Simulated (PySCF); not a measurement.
C3H7FSi2.
Bonds: F1–C2, C2–Si3, Si3–C4, C4–C5 (triple), C5–Si6. Hydrogens: H7, H8 on C2; H9, H10 on Si3; H11, H12, H13 on Si6.

All values: B3LYP/def2-SVPD (PySCF, non-relativistic), on one gas-phase PBE0-D3(BJ)/def2-SVP geometry that isn't relaxed in the solvent. The solvent is an IEF-PCM continuum (van der Waals radii × 1.2). The model holds no explicit solvent molecules, cavitation or dispersion.

Gas phase at B3LYP/def2-SVPD: HOMO -7.98 eV, LUMO -1.06 eV, dipole 1.74 D.

What does the continuum do to the energy, the frontier levels and the dipole at B3LYP/def2-SVPD in dichloromethane and acetone?

```csv
solvent,ε,E(solvent) − E(gas) (kcal/mol),polarisation term (kcal/mol),distortion of the solute (kcal/mol),HOMO (eV),LUMO (eV),dipole (D)
dichloromethane,8.93,-2.40,-2.66,0.26,-7.92,-0.97,2.09
acetone,20.49,-2.67,-2.99,0.32,-7.92,-0.96,2.13
```

Polarisation term: ½ Σ q·V over the induced surface charges. Distortion: the rise of the solute's own energy as its density leaves the gas-phase optimum. From dichloromethane to acetone the lowering changes by a factor 1.11, Onsager's factor (ε − 1)/(2ε + 1) by 1.10 and ε itself by 2.3.

Which radius a makes the point-dipole formula ΔE = −[(ε − 1)/(2ε + 1)]·μ²/a³ give the value in acetone, with the gas-phase dipole?

μ = 0.686 au and |ΔE| = 0.00425 Eh give a = 1.97 Å; the farthest nucleus lies 4.14 Å from the centroid of the nuclei, so such a sphere wouldn't even hold the nuclei. The formula assumes a rigid point dipole at the centre of a sphere.

How does the static polarisability (B3LYP/def2-SVPD, frozen core, with the continuum's full static response) change?

```csv
medium,isotropic (au),principal values (au),⟨r²⟩ of the electrons (bohr²)
gas,95.1,"73.6, 79.3, 132.4",1747.9
dichloromethane,119.6,"96.2, 102.0, 160.5",1748.0
acetone,122.9,"99.9, 105.4, 163.5",1748.0
```

The isotropic value in acetone is 1.29 times the gas-phase one; no cavity-field correction is applied. ⟨r²⟩ is taken about the centre of nuclear charge.

Shape of the structure used: `[F:1][CH2:2][SiH2:3][C:4]#[C:5][SiH3:6]`: F1–C2–Si3–C4 180°.
